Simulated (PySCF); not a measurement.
**Pd⁺: excitation energy**

Pd⁺ [Kr] 4d9 (2D) → Pd⁺ [Kr] 4d8 5s1 (4F), as a difference of total energies. Computed with PySCF 2.14 in def2-TZVPPD with the def2 core potential (28 electrons), with scalar relativity through the core potential. Correlated levels: valence and next inner shell: nothing frozen outside the core potential. The calculations carry no spin-orbit coupling.

Q: Order these methods by the excitation energy they give, lowest first.
A. CCSD(T) (valence and next inner shell)
B. SCS-MP2 (valence and next inner shell)
C. CCSD (valence and next inner shell)
D. UHF

A: D (2.348 eV), C (2.980 eV), A (3.013 eV), B (3.230 eV).

Errors of the correlated levels include the incompleteness of this basis.

For comparison: 3.194 eV (measured; NIST levels, between the centres of gravity of the two terms).
